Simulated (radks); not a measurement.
Results of a calculation; reference values are marked as such.
Problem. Species: Mn10+. Configuration: [Ne] 3s2 3p3. Level of theory: scalar-relativistic Kohn-Sham, PBE, spin-polarised, spherical densities, finite nucleus; open shells are filled with parallel spins first; Fermi nuclear charge, rms radius 3.7057 fm (a radial shooting solver on a logarithmic mesh with Libxc functionals). Some entries of the table are withheld. Estimate them.

| orbital | occ. | eigenvalue (hartree) | <r> (bohr) | <r^2> (bohr^2) |
|---|---|---|---|---|
| 1s up | 1 | -245.8397 | 0.06091 | 0.004989 |
| 1s down | 1 | -245.7691 | 0.06089 | 0.004987 |
| 2s up | 1 | -36.68265 | 0.2780 | 0.09115 |
| 2s down | 1 | -36.62395 | 0.2777 | 0.09091 |
| 2p up | 3 | -32.55878 | 0.2454 | 0.07392 |
| 2p down | 3 | -32.47442 | 0.2453 | 0.07380 |
| 3s up | 1 | -11.14922 | (1) | 0.6444 |
| 3s down | 1 | -10.82612 | (2) | 0.6522 |
| 3p up | 3 | -9.92307 | 0.7571 | 0.6601 |
| 3p down | 0 | -9.60713 | 0.7619 | 0.6700 |

Solution. 
(1) 3s up <r> (bohr): 0.7528
(2) 3s down <r> (bohr): 0.7568
